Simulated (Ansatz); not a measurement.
Cartesian coordinates (Å):
SMILES: [BH][SiH3]
```xyz
6

B      1.3745     0.1874    -0.3598
Si    -0.5589    -0.0260     0.0158
H      2.4306     0.0309     0.1497
H     -0.9306    -0.5374     1.3574
H     -1.1934     1.2993    -0.1667
H     -1.1015    -0.9557    -1.0011
```
Charge 0, spin multiplicity 2.

Calculation: frozen-core CCSD(T)/cc-pVTZ // M06-2X/def2-TZVP in Ansatz (a quantum-chemistry and plane-wave program).

The HF energy comes out as -315.86988 Ha and the MP2 correlation energy comes out as -0.20267 Ha.

Q: Estimate the CCSD correlation energy, the (T) correction, the total energy and the T1 diagnostic.

A: 
| Property | Result |
|---|---|
| CCSD correlation energy | -0.24343 Ha |
| (T) correction | -0.00716 Ha |
| CCSD(T) total energy | -316.12047 Ha |
| T1 diagnostic | 0.014 |
